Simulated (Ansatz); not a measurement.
Mulliken charges of `[NH2][Sn]([NH2])([F])[F]` from r2SCAN/def2-TZVPP in Ansatz (PBE0-D4/def2-TZVP geometry).

```
atom   x (Å)   y (Å)   z (Å)  charge (e)
  N1  -1.308   1.120  -0.425      -0.551
 Sn2   0.318  -0.018  -0.327       1.408
  N3   0.456  -1.093   1.339      -0.552
  F4   0.501  -1.300  -1.734      -0.479
  F5   1.764   1.194  -0.635      -0.479
  H6  -2.169   0.598  -0.522       0.160
  H7  -1.260   1.809  -1.165       0.167
  H8   0.623  -0.541   2.171       0.160
  H9   1.162  -1.816   1.281       0.167
```

**Question.** By hand: the dipole of these point charges (1 e Å = 4.8032 D).

**Answer.** Σ q r = (-0.432, 0.020, 0.453) e Å, of length 0.626 e Å = 3.01 D.

**Question.** How does the dipole of the full density compare? (An estimate is asked.)

**Answer.** Ansatz gave: (-0.357, 0.015, 0.375) e Å, 2.49 D; the point charges give 1.21 times that, at 0° from its direction.

Point charges leave out the atoms' own dipoles, such as those of lone pairs, and Mulliken's split depends on the basis, so the two needn't agree.
